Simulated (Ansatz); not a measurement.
Species: C2BCl2 (charge -1, singlet). It need not be the lowest isomer of its formula. Whether it binds its extra electron was not tested at this geometry. 
Structure (B3LYP-D3(BJ)/def2-TZVP (Ansatz, a quantum-chemistry and plane-wave program) minimum search):
SMILES: C(B(Cl)Cl)#[C-]
```xyz
5

C      2.8699    -0.0735     0.2720
C      1.6242    -0.0416     0.1540
B      0.1842    -0.0047     0.0175
Cl    -0.7767     1.5272    -0.1297
Cl    -0.8636    -1.4852    -0.0258
```
Charge -1, spin multiplicity 1.

Basis-set convergence of Hartree-Fock and CCSD correlation energies (hartree) with Ansatz. Valence correlation only, unless marked. Spin-orbit coupling is left out. Non-relativistic. This anion needs diffuse functions, which these sets lack.

| basis | functions | E(HF) | E(corr, CCSD) |
|---|---|---|---|
| cc-pV(D+d)Z | 88 | -1019.47209 | -0.62918 |
| cc-pV(T+d)Z | 168 | -1019.52723 | -0.80010 |
| cc-pV(Q+d)Z | 293 | -1019.54220 | -0.85746 |
| cc-pV(5+d)Z | 473 | (withheld) | (withheld) |

Q: Complete the blanks.

A: 
- cc-pV(5+d)Z, E(HF): -1019.54531
- cc-pV(5+d)Z, E(corr, CCSD): -0.87619
